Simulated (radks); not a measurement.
Trend from Lu+ to Hg+: ionisation energy by Delta-SCF between NIST ground configurations, and size. All-electron calculation, non-relativistic Kohn-Sham, r2SCAN, spin-unpolarised, spherical densities, point nucleus; meta-GGA in the generalised Kohn-Sham scheme. Program: a radial shooting solver on a logarithmic mesh with Libxc functionals.

[
 {"species": "Lu+", "configuration": "[Xe] 4f14 6s2", "configuration of the ion": "[Xe] 4f14 6s1", "IE (eV)": "13.289", "NIST (eV)": "14.13", "kind": "semi-emp.", "outermost": "6s", "<r> outermost (bohr)": "3.54", "r at 0.001 e/bohr^3 (bohr)": "4.84"},
 {"species": "Hf+", "configuration": "[Xe] 4f14 5d1 6s2", "configuration of the ion": "[Xe] 4f14 5d2", "IE (eV)": "11.850", "NIST (eV)": "14.61", "kind": "theory", "outermost": "6s", "<r> outermost (bohr)": "3.38", "r at 0.001 e/bohr^3 (bohr)": "4.77"},
 {"species": "Ta+", "configuration": "[Xe] 4f14 5d3 6s1", "configuration of the ion": "[Xe] 4f14 5d3", "IE (eV)": "13.000", "NIST (eV)": "16.2", "kind": "semi-emp.", "outermost": "6s", "<r> outermost (bohr)": "3.38", "r at 0.001 e/bohr^3 (bohr)": "4.47"},
 {"species": "W+", "configuration": "[Xe] 4f14 5d4 6s1", "configuration of the ion": "[Xe] 4f14 5d4", "IE (eV)": "13.503", "NIST (eV)": "16.4", "kind": "semi-emp.", "outermost": "6s", "<r> outermost (bohr)": "3.27", "r at 0.001 e/bohr^3 (bohr)": "4.40"},
 {"species": "Re+", "configuration": "[Xe] 4f14 5d5 6s1", "configuration of the ion": "[Xe] 4f14 5d5", "IE (eV)": "13.943", "NIST (eV)": "16.6", "kind": "semi-emp.", "outermost": "6s", "<r> outermost (bohr)": "3.17", "r at 0.001 e/bohr^3 (bohr)": "4.33"},
 {"species": "Os+", "configuration": "[Xe] 4f14 5d6 6s1", "configuration of the ion": "[Xe] 4f14 5d6", "IE (eV)": "14.334", "NIST (eV)": "17", "kind": "semi-emp.", "outermost": "6s", "<r> outermost (bohr)": "3.09", "r at 0.001 e/bohr^3 (bohr)": "4.26"},
 {"species": "Ir+", "configuration": "[Xe] 4f14 5d7 6s1", "configuration of the ion": "[Xe] 4f14 5d7", "IE (eV)": "14.685", "NIST (eV)": "17.0", "kind": "semi-emp.", "outermost": "6s", "<r> outermost (bohr)": "3.02", "r at 0.001 e/bohr^3 (bohr)": "4.19"},
 {"species": "Pt+", "configuration": "[Xe] 4f14 5d9", "configuration of the ion": "[Xe] 4f14 5d8", "IE (eV)": "20.730", "NIST (eV)": "18.6", "kind": "exp.", "outermost": "5d", "<r> outermost (bohr)": "1.60", "r at 0.001 e/bohr^3 (bohr)": "3.76"},
 {"species": "Au+", "configuration": "[Xe] 4f14 5d10", "configuration of the ion": "[Xe] 4f14 5d9", "IE (eV)": "22.075", "NIST (eV)": "20.20", "kind": "exp.", "outermost": "5d", "<r> outermost (bohr)": "1.54", "r at 0.001 e/bohr^3 (bohr)": "3.69"},
 {"species": "Hg+", "configuration": "[Xe] 4f14 5d10 6s1", "configuration of the ion": "[Xe] 4f14 5d10", "IE (eV)": "15.562", "NIST (eV)": "18.757", "kind": "exp.", "outermost": "6s", "<r> outermost (bohr)": "2.84", "r at 0.001 e/bohr^3 (bohr)": "4.01"}
]

Reference values: NIST Atomic Spectra Database (exp. = measured, semi-emp. = semi-empirical, theory = theoretical value adopted there). Relativity is left out here, which matters for elements this heavy. Spin polarisation and multiplet splitting are left out, so open shells lie too high by an amount that depends on their filling.

Beside tabulated values, note that spin-unpolarised runs miss the spin-polarisation part of the exchange energy of open shells.
